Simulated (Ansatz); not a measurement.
A made-up structure of CH4SiTe, closed shell:

```xyz
7
angstrom
Si -1.0312 0.4965 -0.6258
C 0.2413 0.2792 0.4852
Te 0.9366 -1.6362 0.9415
H -0.1539 0.2058 1.4660
H -1.6983 1.8026 -0.8338
H 0.6580 1.0945 1.0658
H 2.4812 -1.4035 0.3634
```

It is relaxed with PBE-D4/def2-SVP and then PBE0-D4/def2-TZVP (Ansatz 0.2.0). Atoms count as bonded within 1.22 times the sum of their covalent radii (H–H: 0.88 Å). The end point is not checked to be a true minimum.

Problem. Does its bonding change? (Judge from chemistry; the calculation decides.)

Solution. The calculation gives: Yes. Formed: Si1–Te3; broken: none.

Where it ends: The first stage lowers the energy by 2.97 eV in 21 steps. It ends as CH₄SiTe ([CH2]1[SiH][TeH]1):
```
atom    x (Å)    y (Å)    z (Å)
 Si1  -1.1673   0.1555  -0.4558
  C2  -0.1518   0.4175   1.1373
 Te3   0.8311  -1.3975   0.4256
  H4  -0.6113   0.1496   2.0872
  H5  -0.1629   0.8910  -1.3356
  H6   0.6082   1.1855   1.2668
  H7   2.0876  -0.5627  -0.2630
```

Labels in which every atom is bracketed show which atoms are joined, not bond orders.

For scale, one of the runs: PBE0-D4/def2-TZVP relaxation, 142 basis functions, launched by `ansatz run in.yaml --threads 2 --pin off --events-out ev --progress --plain --max-ram 4352MiB`. Hardware: 2 CPU threads of an Intel Xeon 6975P-C, shared host. Wall time about 14 s.
